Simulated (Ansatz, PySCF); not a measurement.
Ge(F)3(SH) (F3GeHS), SMILES [F][Ge]([F])([F])[SH].

Coordinates come from a B3LYP-D3(BJ)/def2-SVP optimisation. The structure was generated by enumeration, and PubChem lists no compound with its InChIKey, so it may never have been made. One conformer was computed; it need not be the lowest.

Vertical ionisation energy (IE) and electron affinity (EA) in eV. Rows of orbital energies are one-electron estimates. Where ΔSCF, EOM or ADC give a negative EA the extra electron is unbound and the value depends on the basis.

```
level                                                                        IE    EA
------------------------------------------------------------------------  -----  ----
−ε(HOMO), −ε(LUMO), B3LYP/def2-TZVP (PySCF)                                8.63  2.02
−ε(HOMO), −ε(LUMO), PBE/def2-TZVP (PySCF)                                  7.54  2.70
ΔSCF, CAM-B3LYP/def2-SVPD (Ansatz), final states of multiplicity 2 and 2  11.51  0.17
ΔSCF, PBE/def2-SVPD (Ansatz), final states of multiplicity 2 and 2        11.26  0.32
```

What vertical singlet–triplet gap does ΔSCF give with CAM-B3LYP/def2-SVPD (Ansatz, a program for electronic structure) and with PBE/def2-SVPD (Ansatz)? (An estimate is asked for; the answer gives what the named calculation found.)

5.20 and 5.00 eV (triplet above singlet where positive).
